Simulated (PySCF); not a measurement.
## `CC(=O)[SiH2]C#[C][GeH3]` in a uniform electric field

C4H8GeOSi.
SMILES with atom numbers: `[CH3:1][C:2](=[O:3])[SiH2:4][C:5]#[C:6][GeH3:7]` (hydrogens: H8, H9, H10 on C1; H11, H12 on Si4; H13, H14, H15 on Ge7)

Structure used (PBE0-D3(BJ)/def2-SVP), in Å, numbered top down from 1:
```xyz
15
C4H8GeOSi angstrom
C     -2.197    0.512   -0.611
C     -2.304    0.239    0.862
O     -3.330    0.381    1.487
Si    -0.767   -0.389    1.872
C      0.757   -0.344    0.851
C      1.735   -0.277    0.117
Ge     3.258   -0.165   -1.020
H     -3.169    0.832   -1.010
H     -1.843   -0.391   -1.134
H     -1.433    1.287   -0.790
H     -1.050   -1.787    2.304
H     -0.612    0.491    3.063
H      3.490    1.310   -1.378
H      2.980   -0.984   -2.288
H      4.474   -0.731   -0.273
```

Level: CAM-B3LYP/def2-SVPD (PySCF); nuclei fixed, core orbitals frozen in the response. Permanent dipole (2.646, -0.123, -2.185) D (1 au = 2.5417 D). Static polarisability (au):

```
x   138.34  -3.87 -21.67
y    -3.87  84.01  -3.79
z   -21.67  -3.79 109.36
```

Only the terms in μ and α are kept: μ(F) = μ + αF and ΔE = −μ·F − ½ F·αF.

Problem. A field of 0.003 au (0.154 V/Å) is applied along each axis in both senses. Find the induced dipole, the size of the total dipole and the two energy terms.

Solution. 
```csv
field along,induced x (D),induced y (D),induced z (D),total size (D),−μ·F (kJ/mol),−½F·αF (kJ/mol)
+x,1.055,-0.030,-0.165,4.387,-8.200,-1.634
−x,-1.055,0.030,0.165,2.573,+8.200,-1.634
+y,-0.030,0.641,-0.029,3.466,+0.381,-0.993
−y,0.030,-0.641,0.029,3.520,-0.381,-0.993
+z,-0.165,-0.029,0.834,2.829,+6.771,-1.292
−z,0.165,0.029,-0.834,4.126,-6.771,-1.292
```

Problem. For the field (0.0018, -0.0003, -0.0015) au, what is the induced dipole, and what angle does it make with the field?

Solution. αF = (0.718, -0.067, -0.513) D, at 5.2° to the field. The polarisability along this direction, F·αF/F², is 146.89 au, against a mean of 110.57 au.

Problem. Which field along μ doubles the dipole in that direction (linear response)?

Solution. The polarisability along the dipole is 147.83 au, so F = 1.3509 au / 147.83 au = 0.0091 au = 0.47 V/Å; higher-order terms are ignored.

Problem. What field makes μF equal to kT at 200 K?

Solution. kT = 0.6334 × 10⁻³ Eh, so F = 0.000469 au = 2.41 MV/cm.

Problem. Induction energy −ᾱe²/2R⁴ of a unit charge at 9 Å, the molecule taken as a point?

Solution. R = 17.01 bohr, so the energy is −110.6/(2 × 17.01⁴) Eh = -1.73 kJ/mol. The charge–dipole term at its most favourable orientation, −μe/R², is -12.3 kJ/mol.

One conformer (not necessarily the lowest) at the PBE0-D3(BJ)/def2-SVP geometry, without solvent, vibrations or thermal averaging. The calculation is non-relativistic, for germanium too.

These values come from a run that also computed excited states and ΔSCF ions. The run took 5.7 min (grids of density and orbitals included) on one thread, Arm Neoverse N1 (aarch64), no GPU (shared host), and the process peaked at 1.1 GiB of memory.
